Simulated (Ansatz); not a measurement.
Ansatz (a quantum-chemistry and plane-wave program) input:

Ansatz 0.2 input:
```yaml
crystal:
  periodic: [false, false, false]
  atoms:
    - {symbol: Ge, position_ang: [-0.01104719, -0.02428911, 0.76784213]}
    - {symbol: Br, position_ang: [1.09411213, -1.62548576, -0.38711500]}
    - {symbol: Br, position_ang: [-1.08401184, 1.64769295, -0.31491209]}
basis:
  gaussian:
    orbitals: def2-TZVPD
hamiltonian:
  xc: {name: B2PLYP}
total_charge: 1
magnetization: {spin_polarized: true, initial_magnetization: 1}
correlation: {electrons: outside_noble_gas}
```

Which total energy does the run end on?

-7223.81290 Eh (B2PLYP/def2-TZVPD). The basis has 168 functions.
